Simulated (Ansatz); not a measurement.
The same path of CH₉OSbSi₂ (14 atoms, charge 0, multiplicity 1) was run twice with different band settings. The coordinate that changes most is the dihedral O1–Sb2–Si3–H7.

These are results of RKS PBE0/def2-SVP (Ansatz), not measurements.

Relaxed end points:

```xyz
14
Properties=species:S:1:pos:R:3
O -2.263 1.500 0.493
Sb -1.330 -0.218 0.983
Si 0.767 1.153 1.646
C -0.676 -0.628 -1.056
Si 0.978 -1.495 -1.247
H -3.182 1.452 0.783
H 1.902 0.267 2.051
H 0.388 2.003 2.816
H 1.199 2.029 0.515
H -0.657 0.358 -1.549
H -1.472 -1.227 -1.527
H 1.019 -2.737 -0.411
H 2.088 -0.600 -0.798
H 1.227 -1.886 -2.670
```

```xyz
14
Properties=species:S:1:pos:R:3
O -2.221 1.622 0.268
Sb -1.386 -0.095 0.917
Si 0.730 1.234 1.606
C -0.640 -0.663 -1.052
Si 0.971 -1.625 -1.090
H -3.153 1.626 0.513
H 1.254 2.019 0.448
H 1.807 0.333 2.124
H 0.328 2.170 2.700
H -0.539 0.288 -1.601
H -1.440 -1.249 -1.532
H 0.891 -2.818 -0.188
H 2.100 -0.765 -0.617
H 1.286 -2.107 -2.470
```

Common settings: movable images 7; climbing image yes; spring 5.0 eV/Å²; optimiser quadratic models (default); start path through a guess of the saddle point; end points relaxed.

| run | force threshold | iteration limit |
| --- | --- | --- |
| 1 | 0.05 eV/Å | 35 |
| 2 | 0.2 eV/Å | 37 |

(1) What does each run give, and how far can it be trusted?

Results:

(1) Run 1: converged after 12 iterations, highest image 0.063 eV above the first end. A vibrational analysis at the climbing image gives one clearly imaginary mode, 96i cm⁻¹: a first-order saddle point.
Run 2: converged after 5 iterations, highest image 0.077 eV above the first end. The threshold of 0.2 eV/Å is loose, so the images may lie well off the minimum-energy path. The order of the stationary point at the top wasn't checked.
